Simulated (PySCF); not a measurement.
A side-by-side comparison of computed properties.

First species: C4H9PSi2.
SMILES: `C#C/C([SiH3])=C\[SiH2]P`

Second species: C₄H₅F₂NSi.
SMILES: `N#C[C@H]([SiH3])/C(F)=C\F`

Levels: B3LYP/def2-SVPD for dipole moment, HOMO energy, LUMO energy, HOMO–LUMO gap, static isotropic polarisability and electronic spatial extent ⟨r²⟩ about the centre of nuclear charge; TDDFT B3LYP/def2-SVPD for lowest singlet excitation; TDA B3LYP/def2-SVPD for lowest triplet excitation (Tamm–Dancoff); GFN2-xTB for rotational constant A and rotational constant C. Geometries: GFN2-xTB. Each structure is a single optimised conformer of the isolated species, non-relativistic unless stated. Electronic properties by PySCF.

The conformers computed, where there is a choice (atom-mapped SMILES and torsion angles):
- `[CH:1]#[C:2]/[C:3]([SiH3:4])=[CH:5]\[SiH2:6][PH2:7]`: C3–C5–Si6–P7 70°, H–P7–Si6–C5 47°, H–P7–Si6–C5 -46°
- `[N:1]#[C:2][C@H:3]([SiH3:4])/[C:5]([F:6])=[CH:7]\[F:8]`: C2–C3–C5–F6 60°

| property | column X | column Y |
| --- | --- | --- |
| dipole moment | 3.86 D | 1.01 D |
| HOMO energy | -7.61 eV | -6.84 eV |
| LUMO energy | -0.83 eV | -1.90 eV |
| HOMO–LUMO gap | 6.78 eV | 4.94 eV |
| lowest singlet excitation | 6.25 eV | 4.31 eV |
| lowest triplet excitation (Tamm–Dancoff) | 4.27 eV | 3.15 eV |
| static isotropic polarisability | 79.9 au | 132.1 au |
| electronic spatial extent ⟨r²⟩ about the centre of nuclear charge | 1208 bohr² | 1799 bohr² |
| rotational constant A | 1.992 GHz | 2.341 GHz |
| rotational constant C | 1.044 GHz | 0.651 GHz |

Task: Which column belongs to which species?

Result: Column X is the second species and column Y the first. The first has 16 atoms and 76 electrons, the second 13 and 68.

Task: How does each property change from the first species to the second?

Result: dipole moment +2.85 D; HOMO energy -0.77 eV; LUMO energy +1.07 eV; HOMO–LUMO gap +1.84 eV; lowest singlet excitation +1.94 eV; lowest triplet excitation (Tamm–Dancoff) +1.12 eV; static isotropic polarisability -52.2 au; electronic spatial extent ⟨r²⟩ about the centre of nuclear charge -591 bohr²; rotational constant A -0.349 GHz; rotational constant C +0.393 GHz.

On the first: The polarisability is 19.58 Å³ as a volume (1 au = 0.148185 Å³), or 1.74 au for each of the 76 electrons. No computed singlet falls in the visible range (750 to 380 nm, 1.65 to 3.26 eV); S1 lies 1.05 eV above its blue end.

On the second: The dipole equals about 12.9 × 10⁻³⁰ C·m (1 D = 3.33564 × 10⁻³⁰ C·m). No computed singlet falls in the visible range (750 to 380 nm, 1.65 to 3.26 eV); S1 lies 2.99 eV above its blue end.
